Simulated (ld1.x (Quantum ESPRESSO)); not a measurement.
## platinum (Pt), TM: configuration errors across variants

```
Element                 : Pt (Z = 78)
Generator               : ld1.x (Quantum ESPRESSO) 7.5
Type                    : norm-conserving Troullier–Martins (Kleinman–Bylander form)
Functional              : LDA (PZ)
Relativity              : fully relativistic
Frozen core             : [Xe] 4f14
Valence charge          : 10
Reference configuration : 5d8 6s2 6p0
Partial waves           : 6s (bound): rc 2.10 bohr; 5d (bound): rc 1.85 bohr; 6p (bound, empty): rc 2.60 bohr
Local potential         : the p channel
Core correction         : a·sin(br)/r model core, default radius (core density twice the valence density)
```

Open shells are filled in proportion to 2j + 1 (rel_dist='average').

All-electron excitation energies from the reference (eV): (1) 5d9 6s1 6p0 -0.949; (2) 5d9 6s0 6p0 8.610; (3) 5d8 6s0 6p0 28.885; (4) 5d8 6s1 6p0 10.495; (5) 5d9.5 6s0.5 6p0 -1.046; (6) 5d9 6s0.5 6p0 2.919; (7) 5d6 6s0 6p0 107.325.

A true bound ghost makes a file unfit for plane-wave use even where its test errors are small: the radial tests pick states by their node count and pass the ghost by.

Errors AE − PS in meV (a dash: test not solved or not reliable):

```csv
change,(1),(2),(3),(4),(5),(6),(7),bound ghosts
base,-92,-139,-50,-7.5,-200,-114,-867,none
wave 6p (bound): rc 2.60 bohr becomes 6p (bound): rc 1.62 bohr,-82,-139,-38,-6.8,-173,-108,-637,s
wave 6p (bound): rc 2.60 bohr becomes 6p (bound): rc 2.04 bohr,-83,-132,-42,-7.9,-175,-105,-692,s
wave 6p (bound): rc 2.60 bohr becomes 6p (bound): rc 2.32 bohr,-115,-138,-47,-14,-222,-121,-827,s
wave 6p (bound): rc 2.60 bohr becomes 6p (bound): rc 2.70 bohr,-93,-139,-51,-8.2,-201,-114,-867,none
wave 6p (bound): rc 2.60 bohr becomes 6p (bound): rc 3.00 bohr,-93,-139,-51,-8.4,-201,-114,-865,none
wave 6p (bound): rc 2.60 bohr becomes 6p (bound): rc 3.28 bohr,-93,-139,-51,-7.7,-202,-115,-879,none
wave 6p (bound): rc 2.60 bohr becomes 6p (bound): rc 3.54 bohr,-93,-140,-51,-6.7,-204,-115,-901,none
```

Task: Give the same row for: wave 6p (bound): rc 2.60 bohr becomes 6p (bound): rc 3.94 bohr.

Result: -93, -141, -53, -4.9, -206, -116, -938; bound ghosts: none.
